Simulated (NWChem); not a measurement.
Species: SiCl cation, singlet

Results from NWChem. Pople sets run with spherical d functions. Low-valent species are run as closed-shell singlets; no triplet was tried in these runs. Geometry: optimised at B3LYP/6-31G* (spherical d). Static field.

```json
[
 {"level": "PBE/6-31G*", "basis functions": "36", "isotropic polarisability (bohr³)": "27.9", "anisotropy (bohr³)": "(withheld)"},
 {"level": "PBE/6-31+G*", "basis functions": "44", "isotropic polarisability (bohr³)": "28.6", "anisotropy (bohr³)": "23.0"},
 {"level": "PBE/def2-SVP", "basis functions": "36", "isotropic polarisability (bohr³)": "27.5", "anisotropy (bohr³)": "19.7"},
 {"level": "PBE/def2-SVPD", "basis functions": "51", "isotropic polarisability (bohr³)": "32.3", "anisotropy (bohr³)": "15.9"},
 {"level": "PBE/def2-TZVP", "basis functions": "74", "isotropic polarisability (bohr³)": "30.7", "anisotropy (bohr³)": "18.0"},
 {"level": "PBE/aug-cc-pVDZ", "basis functions": "54", "isotropic polarisability (bohr³)": "32.2", "anisotropy (bohr³)": "17.1"},
 {"level": "PBE/Sadlej pVTZ", "basis functions": "64", "isotropic polarisability (bohr³)": "32.4", "anisotropy (bohr³)": "16.8"},
 {"level": "PBE/def2-TZVPD", "basis functions": "89", "isotropic polarisability (bohr³)": "32.5", "anisotropy (bohr³)": "16.6"},
 {"level": "PBE/aug-cc-pVTZ", "basis functions": "100", "isotropic polarisability (bohr³)": "32.5", "anisotropy (bohr³)": "16.7"}
]
```

Question: Complete the blanks.

Answer: 
- PBE/6-31G*, anisotropy (bohr³): 22.3
